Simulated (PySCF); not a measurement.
A structure optimised at PBE-D3(BJ)/def2-SVP, used in a PySCF frequency run:

```
C
H 1 1.1055
H 1 1.1055 2 109.07
C 1 1.5148 2 113.01 3 126.60
H 4 1.1077 1 111.82 2 178.47
H 4 1.1077 5 108.12 1 123.53
H 4 1.1119 5 107.87 6 116.41
I 1 2.1922 2 104.23 3 -110.85
```

Problem. Write its SMILES, formula and point group.

Solution. CCI, C2H5I, Cs

Problem. What are its rotational constants (standard atomic weights)?

Solution. 29.158, 2.8815, 2.7141 GHz
